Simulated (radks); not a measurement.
Species: In2.3+. Configuration: [Kr] 4d(up 5, down 4.7) 5s1 (fractional occupations, a model configuration). Calculated with a radial shooting solver on a logarithmic mesh with Libxc functionals: scalar-relativistic Kohn-Sham, LDA (Slater exchange, Perdew-Wang correlation), spin-polarised, spherical densities, point nucleus; open shells are filled with parallel spins first (spin-orbit coupling, left out, can overturn this in heavy ions).

Unscreened Slater integrals over Kohn-Sham orbitals (eV). They are taken over the spin-up orbitals.

integral     value
F0(5s,5s)   10.827
F0(5s,4d)   13.109
G2(5s,4d)   2.0200
F0(5s,4p)   13.512
G1(5s,4p)  0.92957
F0(5s,4s)   13.629
G0(5s,4s)  0.62211
F0(4d,4d)   21.331
F2(4d,4d)   10.633
F4(4d,4d)   6.9682
F0(4d,4p)   23.566
F2(4d,4p)   11.703
G1(4d,4p)   14.812
G3(4d,4p)   9.0734
F0(4d,4s)   24.292
G2(4d,4s)   11.029
F0(4p,4p)   26.627
F2(4p,4p)   13.927
F0(4p,4s)   27.676
G1(4p,4s)   18.768
F0(4s,4s)   28.875

Derived for the open shells (J is the average intra-shell exchange parameter used in DFT+U). 4d: Racah B = F2/49 - 5 F4/441 = 0.1380 eV, C = 35 F4/441 = 0.5530 eV, C/B = 4.01, F4/F2 = 0.655, J = (F2 + F4)/14 = 1.257 eV.
